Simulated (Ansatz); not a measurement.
One geometry of cis-NiBr2(PH3)2 (NiP2H6Br2), several levels of theory.

```yaml
crystal:
  periodic: [false, false, false]
  atoms:
    - {symbol: Br, position_ang: [2.999314, 0.549027, -0.048539]}
    - {symbol: Br, position_ang: [0.564946, 2.991335, 0.180170]}
    - {symbol: Ni, position_ang: [0.681359, 0.676693, 0.026267]}
    - {symbol: P, position_ang: [-1.434087, 0.842590, 0.089231]}
    - {symbol: P, position_ang: [0.836667, -1.436067, -0.110573]}
    - {symbol: H, position_ang: [-2.256507, -0.329435, 0.036434]}
    - {symbol: H, position_ang: [-2.064677, 1.588432, -0.937567]}
    - {symbol: H, position_ang: [-2.014723, 1.456856, 1.226571]}
    - {symbol: H, position_ang: [1.544396, -2.110914, 0.915018]}
    - {symbol: H, position_ang: [1.484683, -1.977139, -1.248738]}
    - {symbol: H, position_ang: [-0.341370, -2.251376, -0.128273]}
basis:
  gaussian: {orbitals: def2-TZVP, initial_orbitals: start.molden}
hamiltonian: {xc: r2scan, dispersion: d4}
scf: {omitted_lower_state_checks: [starts]}
output: {orbitals: {seedname: orbitals}}
```

The file start.molden holds the orbitals of an earlier run on this structure, at another level or in another basis.

```sh
$ ansatz run in.yaml --threads 4 --pin off --events-out ev --progress --plain --max-ram 4787MiB
```

Shortened log:

```
Functional definition: r2SCAN
2003 factors; their error is unknown
mean field evaluation 1: about -199813.6404 eV, gradient 1.2e1 eV
mean field evaluation 2: about -199813.7895 eV, gradient 4.5e-1 eV
mean field evaluation 4: about -199813.7157 eV, gradient 1.5e-1 eV
mean field evaluation 8: about -199813.7158 eV, gradient 9.5e-6 eV
mean field -199813.71576115 eV, -7343.0186156213 hartree, gradient 9.5e-6 eV, S^2 0.000000; 0 other end points of the search recorded, 0 dependent functions left out
reference -199813.71577463 eV, -7343.0186161167 hartree; 67, 67 occupied and 184, 184 virtual orbitals, 2003 factors
Total energy: -199813.82227937 eV, -7343.0225300936 hartree
Checks for a lower state left out: starts
```

It took 18 s on 4 threads of Arm Neoverse N1 on a shared host.

As the first input, with `hamiltonian: {xc: pbe, dispersion: d4}`, `output: {forces: true, orbitals: {seedname: orbitals}}` (abridged; 9.5 s):

```
Functional definition: PBE
mean field -199780.08224154 eV, -7341.7826065733 hartree, gradient 2.5e-5 eV, S^2 0.000000
Total energy: -199780.53814009 eV, -7341.7993605361 hartree
Atom 0 force     0.069557    -0.099326    -0.006553 eV/Å
Atom 1 force    -0.099064     0.069991     0.005645 eV/Å
Atom 2 force    -0.045790    -0.045408    -0.002526 eV/Å
Atom 3 force    -0.079282     0.092704     0.007212 eV/Å
Atom 4 force     0.092372    -0.079651    -0.007073 eV/Å
Atom 5 force     0.032162     0.001046    -0.000414 eV/Å
Atom 6 force     0.024334    -0.009711    -0.006636 eV/Å
Atom 7 force     0.025137    -0.011294     0.005655 eV/Å
Atom 8 force    -0.010071     0.024142     0.007727 eV/Å
Atom 9 force    -0.010622     0.025356    -0.004601 eV/Å
Atom 10 force     0.001266     0.032151     0.001565 eV/Å
Dipole moment:    -1.064557    -1.057416    -0.039346 e Å
Checks for a lower state left out: starts
```

As the first input, with `gaussian: {orbitals: def2-SVP, initial_orbitals: start.molden}`, `hamiltonian: {xc: pbe0, dispersion: d4}` (abridged; 7.5 s):

```
Functional definition: PBE0
mean field -199756.08093297 eV, -7340.9005747520 hartree, gradient 3.2e-5 eV, S^2 0.000000
Total energy: -199756.47497686 eV, -7340.9150555977 hartree
Checks for a lower state left out: starts
```

Geometry: r2SCAN-D4/def2-SVP.

The restricted singlet is unstable towards broken spin symmetry in Hartree–Fock (as tested in another run); at r2SCAN-D4/def2-TZVP, PBE-D4/def2-TZVP, PBE0-D4/def2-SVP this wasn't settled. Another isomer (singlet) lies 0.30 eV lower at PBE0-D4/def2-TZVP; other spin states weren't run for this one.
